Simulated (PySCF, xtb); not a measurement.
GaCl4, SMILES [Cl][Ga-]([Cl])([Cl])[Cl], charge -1.

Harmonic wavenumbers (cm⁻¹) from GFN2-xTB run with xtb 6.7.1 at its own minimum, in rising order: 83, 83, 119, 119, 119, 284, 305, 305, 305.

What does PBE-D3(BJ)/def2-SVPD in PySCF 2.14.0 give at its own minimum? (The exact figures need the calculation; the answer reports its results.)

94, 94, 134, 134, 134, 310, 355, 355, 355. Paired by order, the mean absolute difference is 27 cm⁻¹ and the zero-point energies are 2.5 and 2.8 kcal/mol.
